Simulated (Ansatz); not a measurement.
# Relative stability

The two ends of one reaction step of BSi$_{4}$H$_{10}$Cl$_{3}$O, closed shell (PBE0-D4/def2-TZVP).

A:

```tsv
atom	x (Å)	y (Å)	z (Å)
B1	0.2677	-1.8443	1.7452
Cl2	1.7248	1.6804	3.1878
Cl3	0.9168	-2.2025	3.3291
Cl4	-0.5776	-3.1117	0.8619
H5	1.2953	0.6273	2.5819
O6	0.4227	-0.6216	1.2290
Si7	-0.0690	0.0540	-0.2629
Si8	0.2239	2.3759	-0.1654
Si9	1.2598	-0.8175	-1.9848
Si10	-2.3440	-0.3933	-0.6471
H11	1.6500	2.7547	-0.0084
H12	-0.6006	2.9867	0.9076
H13	-0.2655	2.8533	-1.4891
H14	0.8185	-0.1629	-3.2462
H15	1.0889	-2.2883	-2.1087
H16	2.6944	-0.5059	-1.7481
H17	-2.9095	0.7580	-1.4023
H18	-2.5498	-1.6332	-1.4380
H19	-3.0468	-0.5094	0.6586
```

B:

B1  (0.585, -1.392, 2.100)
Cl2  (0.437, -1.041, 3.881)
Cl3  (2.226, -1.969, 1.581)
Cl4  (-0.761, -2.459, 1.459)
H5  (0.033, 0.624, 2.089)
O6  (0.385, 0.012, 1.429)
Si7  (-0.048, 0.265, -0.269)
Si8  (0.451, 2.535, -0.573)
Si9  (1.299, -1.083, -1.622)
Si10  (-2.348, -0.119, -0.523)
H11  (1.912, 2.779, -0.477)
H12  (-0.248, 3.336, 0.470)
H13  (-0.047, 2.937, -1.914)
H14  (0.860, -0.664, -2.986)
H15  (1.027, -2.525, -1.439)
H16  (2.734, -0.749, -1.459)
H17  (-2.850, 0.874, -1.513)
H18  (-2.633, -1.488, -1.015)
H19  (-3.013, 0.127, 0.783)
(Å)

Ansatz 0.2.0; basis: def2-TZVPP; cores frozen in the correlated methods. B3LYP uses VWN-RPA correlation.

(1) Which structure is lower at CCSD(T), and by how much? (An estimate is asked for; the value comes from the calculation.)

The T1 diagnostic stays at or below 0.013.

Answers

(1) The calculation gives: A, by 7.93 kcal/mol (electronic energy, against the other). By their contacts, A is a complex of BSi₄H₉Cl₂O ([SiH3][Si]([SiH3])([SiH3])[O][B]([Cl])[Cl]) + HCl and B is BSi₄H₁₀Cl₃O ([SiH3][Si]([SiH3])([SiH3])[OH][B]([Cl])([Cl])[Cl]).

All methods give the same order:

```json
{"method": "SPW92", "E(B) − E(A) (kcal/mol)": "0.71"}
{"method": "PBE-D4", "E(B) − E(A) (kcal/mol)": "6.29"}
{"method": "BLYP-D4", "E(B) − E(A) (kcal/mol)": "10.29"}
{"method": "r2SCAN-D4", "E(B) − E(A) (kcal/mol)": "6.87"}
{"method": "B97M-V", "E(B) − E(A) (kcal/mol)": "8.81"}
{"method": "PBE0-D4", "E(B) − E(A) (kcal/mol)": "5.11"}
{"method": "B3LYP-D4", "E(B) − E(A) (kcal/mol)": "9.29"}
{"method": "r2SCAN0-D4", "E(B) − E(A) (kcal/mol)": "5.75"}
{"method": "BHLYP-D4", "E(B) − E(A) (kcal/mol)": "8.36"}
{"method": "CAM-B3LYP-D4", "E(B) − E(A) (kcal/mol)": "8.64"}
{"method": "wB97X-V", "E(B) − E(A) (kcal/mol)": "5.84"}
{"method": "wB97M-V", "E(B) − E(A) (kcal/mol)": "5.23"}
{"method": "B2PLYP", "E(B) − E(A) (kcal/mol)": "9.90"}
{"method": "PBE-QIDH", "E(B) − E(A) (kcal/mol)": "4.84"}
{"method": "RPA on PBE", "E(B) − E(A) (kcal/mol)": "9.20"}
{"method": "HF", "E(B) − E(A) (kcal/mol)": "14.87"}
{"method": "MP2", "E(B) − E(A) (kcal/mol)": "5.53"}
{"method": "CCSD", "E(B) − E(A) (kcal/mol)": "8.81"}
{"method": "CCSD(T)", "E(B) − E(A) (kcal/mol)": "7.93"}
```

Labels in which every atom is bracketed show which atoms are joined, not bond orders.

For scale, one of the runs: CCSD(T)/def2-TZVPP, 496 basis functions, launched by `ansatz run in.yaml --threads 4 --pin off --events-out ev --progress --plain --max-ram 63488MiB --backend cuda --devices 0, --max-vram 37GiB`. Hardware: 4 CPU threads of an AMD EPYC 7R13 and a share of one NVIDIA H100, shared host. Wall time 27 s; peak host memory 1.4 GiB.
